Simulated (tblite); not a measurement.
Species: C5H9BrGe.
Bonds: C1–C2, C2–C3 (double), C3–C4, C4–Br5, C3–C6, C6–Ge7, C2–Ge7. Hydrogens: H8, H9, H10 on C1; H11, H12 on C4; H13, H14 on C6; H15, H16 on Ge7.

Computed with GFN2-xTB (tblite), gas phase: L-BFGS steps from a force-field or distance-geometry start until the largest atomic force falls under 0.01 eV/Å.

Step 2: E = -577.6576 eV
```
atom  x, y, z in Å  |  force x, y, z in eV/Å
C1     -1.5154   -1.3610    0.3022   -0.084  -0.396   0.057
C2     -0.6831   -0.1728    0.1184   -1.031  -0.030   0.325
C3      0.5882   -0.0334   -0.2037    0.656   0.577  -0.430
C4      1.6342   -1.0595   -0.5283   -0.514   0.514   0.073
Br5     3.0671   -0.8778    0.8097    0.085  -0.265   0.014
C6      0.7943    1.4779   -0.2134   -0.206  -0.171   0.015
Ge7    -1.1239    1.7230    0.3093    0.350  -0.256   0.068
H8     -2.5388   -1.0284    0.1724   -0.253  -0.457  -0.083
H9     -1.3906   -1.7191    1.3248   -0.085  -0.274  -0.100
H10    -1.2212   -2.1134   -0.4260   -0.315  -0.322   0.164
H11     1.2504   -2.0907   -0.5387    0.171   0.379   0.278
H12     2.1039   -0.8435   -1.4850    0.094   0.042  -0.081
H13     1.4846    1.8247    0.5256    0.716   0.190   0.138
H14     0.9897    1.8694   -1.1913    0.565   0.207  -0.440
H15    -1.4001    2.1058    1.7446   -0.119   0.199  -0.238
H16    -2.0469    2.3078   -0.7321   -0.029   0.063   0.241
```

Step 3: E = -577.7258 eV
```
atom  x, y, z in Å  |  force x, y, z in eV/Å
C1     -1.5222   -1.3732    0.3035    0.073  -0.001   0.015
C2     -0.6920   -0.1748    0.1223   -0.650  -0.038   0.198
C3      0.5827   -0.0194   -0.2087    0.405   0.111  -0.297
C4      1.6244   -1.0481   -0.5299   -0.286   0.459   0.056
Br5     3.0705   -0.8843    0.8110    0.003  -0.216  -0.034
C6      0.8004    1.4800   -0.2158   -0.168   0.105   0.049
Ge7    -1.1194    1.7183    0.3133    0.272  -0.106  -0.066
H8     -2.5422   -1.0399    0.1708   -0.342  -0.432  -0.071
H9     -1.3924   -1.7250    1.3213   -0.087  -0.338   0.069
H10    -1.2287   -2.1193   -0.4209   -0.230  -0.453   0.014
H11     1.2545   -2.0822   -0.5320    0.073   0.354   0.251
H12     2.1060   -0.8434   -1.4857    0.036   0.068  -0.024
H13     1.4987    1.8282    0.5269    0.525   0.080  -0.042
H14     1.0018    1.8729   -1.1985    0.500   0.147  -0.252
H15    -1.4024    2.1099    1.7375   -0.125   0.218  -0.128
H16    -2.0472    2.3091   -0.7265    0.000   0.043   0.262
```

Step 4: E = -577.8273 eV
```
atom  x, y, z in Å  |  force x, y, z in eV/Å
C1     -1.5354   -1.3951    0.3061    0.191   0.336  -0.071
C2     -0.7133   -0.1807    0.1316    0.081   0.069  -0.084
C3      0.5654    0.0068   -0.2223    0.102  -0.386   0.000
C4      1.6005   -1.0126   -0.5341    0.261   0.025  -0.004
Br5     3.0774   -0.9033    0.8128   -0.148  -0.061  -0.103
C6      0.8154    1.4948   -0.2208   -0.151   0.293   0.011
Ge7    -1.1055    1.7082    0.3194    0.070   0.260  -0.246
H8     -2.5582   -1.0761    0.1658   -0.346  -0.358  -0.010
H9     -1.3984   -1.7471    1.3177   -0.098  -0.348   0.231
H10    -1.2497   -2.1451   -0.4113   -0.079  -0.467  -0.119
H11     1.2638   -2.0552   -0.5112   -0.139   0.315   0.157
H12     2.1106   -0.8414   -1.4863   -0.091   0.165   0.071
H13     1.5383    1.8358    0.5247    0.130  -0.126  -0.334
H14     1.0391    1.8827   -1.2160    0.306   0.020   0.167
H15    -1.4104    2.1245    1.7197   -0.121   0.245   0.086
H16    -2.0472    2.3127   -0.7072    0.036   0.018   0.247
```

Step 5: E = -577.8613 eV
```
atom  x, y, z in Å  |  force x, y, z in eV/Å
C1     -1.5387   -1.4006    0.3061    0.127   0.202  -0.058
C2     -0.7203   -0.1814    0.1340    0.257   0.069  -0.170
C3      0.5595    0.0131   -0.2277    0.034  -0.294   0.101
C4      1.5949   -0.9983   -0.5361    0.388  -0.101   0.026
Br5     3.0781   -0.9121    0.8120   -0.157   0.007  -0.095
C6      0.8191    1.5044   -0.2230   -0.071   0.162  -0.015
Ge7    -1.0987    1.7081    0.3184   -0.009   0.347  -0.179
H8     -2.5699   -1.0968    0.1636   -0.206  -0.314   0.028
H9     -1.4025   -1.7615    1.3192   -0.104  -0.252   0.120
H10    -1.2598   -2.1624   -0.4085   -0.042  -0.304  -0.054
H11     1.2655   -2.0389   -0.5001   -0.222   0.195   0.098
H12     2.1110   -0.8379   -1.4855   -0.095   0.198   0.037
H13     1.5569    1.8371    0.5187   -0.021  -0.174  -0.379
H14     1.0595    1.8872   -1.2206    0.204  -0.010   0.261
H15    -1.4157    2.1344    1.7136   -0.096   0.232   0.099
H16    -2.0468    2.3145   -0.6954    0.013   0.037   0.181
```

Q: Estimate the geometry and energy of step 6. (The exact step hangs on the optimiser's Hessian estimate; all steps are aligned on step 5, rigid shifts and turns removed.)

A: E = -577.8966 eV, largest force 0.384 eV/Å
```
atom  x, y, z in Å  |  force x, y, z in eV/Å
C1     -1.5408   -1.4055    0.3052   -0.003  -0.064  -0.023
C2     -0.7246   -0.1807    0.1333    0.265   0.025  -0.199
C3      0.5559    0.0173   -0.2321    0.016  -0.052   0.163
C4      1.5963   -0.9846   -0.5371    0.345  -0.129   0.107
Br5     3.0758   -0.9217    0.8093   -0.101   0.074  -0.046
C6      0.8216    1.5159   -0.2260    0.047  -0.089  -0.054
Ge7    -1.0910    1.7152    0.3146   -0.046   0.290   0.002
H8     -2.5861   -1.1270    0.1620    0.043  -0.229   0.066
H9     -1.4094   -1.7822    1.3218   -0.089  -0.081  -0.079
H10    -1.2724   -2.1869   -0.4053    0.000  -0.038   0.060
H11     1.2626   -2.0170   -0.4857   -0.275  -0.010   0.012
H12     2.1099   -0.8294   -1.4845   -0.048   0.203  -0.055
H13     1.5778    1.8352    0.5046   -0.126  -0.171  -0.300
H14     1.0866    1.8922   -1.2208    0.074  -0.021   0.246
H15    -1.4235    2.1505    1.7082   -0.045   0.197   0.055
H16    -2.0463    2.3176   -0.6788   -0.058   0.096   0.045
```

The energy changes by -0.0353 eV. The first-order estimate −F·Δx gives -0.0533 eV and the mean of the old and new forces, exact on a quadratic surface, -0.0353 eV. The step makes an angle of 56° with the force vector and moves no atom by more than 0.034 Å.

What follows is the cost of the whole relaxation. Hardware: one thread, Arm Neoverse N1 (aarch64), shared host. Cost: 0.9 s of wall time.
